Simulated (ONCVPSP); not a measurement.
# Potentials for nitrogen (N) compared

Generated with ld1.x 7.5 (TM, RRKJ, ultrasoft, PAW), atompaw 4.2 or ONCVPSP 4.0.1. The cutoff is in Ry: for ld1.x and atompaw files where the sum of valence levels is converged to 10 mRy in a Bessel basis, for ONCV files where the hardest occupied wave has 1 mHa per electron of residual kinetic energy. The error is the largest all-electron minus pseudo excitation energy over each file’s own four to seven test configurations (ionisations up to +4, promotions, holes and added fractions of an electron), all of which were solved. The labels leave out finer settings (local radius, basis sizes, second energies), which also bear on the numbers. Spin-polarised tests are not counted. The rows are a selection from randomly drawn settings: files with unsolved tests, undetermined cutoffs or missed reference levels are left out.

| potential | cutoff (Ry) | largest error (meV) | bound ghosts |
| --- | --- | --- | --- |
| ONCV, PBE, scalar-relativistic, rc 1.10/1.45/1.25 (spd), local smoothed, core correction no, reference 2s2 2p2, qcut 7.3/9.2/8.5, projectors 2/1/2 | 56 | +863 | none |
| ONCV, PBEsol, non-relativistic, rc 1.05/2.30/1.85 (spd), local smoothed, core correction yes, reference 2s2 2p2, qcut 8/4.7/4.7, projectors 1/2/1 | 55 | +2748 | none |
| ONCV, PBEsol, scalar-relativistic, rc 0.95/2.30 (sp), local smoothed, core correction yes, reference 2s2 2p2, qcut 5.4/6.3, projectors 2/2 | 303 | +1815 | none |
| ONCV, PBE, scalar-relativistic, rc 0.90/1.60/1.50 (spd), local smoothed, core correction no, reference 2s2 2p2, qcut 7.8/7.6/6.5, projectors 2/2/1 | 60 | +610 | none |
| ONCV, PBE, fully relativistic, rc 0.90/1.65 (sp), local s, core correction yes, reference 2s1.75 2p3.25, qcut 5.8/9.5, projectors 0/2 | 181 | +167 | none |

**Question.** Fill in the row for N: ONCV, PBE, scalar-relativistic, rc 0.85/2.50/2.15 (spd), local s, core correction no, reference 2s2 2p3, qcut 7/5.7/4.9, projectors 0/2/3.

**Answer.** cutoff 67 Ry, largest error +3973 meV, bound ghosts: none.

**Question.** Fill in the row for N: ONCV, PBE, scalar-relativistic, rc 0.80/2.30 (sp), local s, core correction yes, reference 2s2 2p2.5, qcut 6.5/6.3, projectors 0/2.

**Answer.** cutoff 99 Ry, largest error +463 meV, bound ghosts: none.
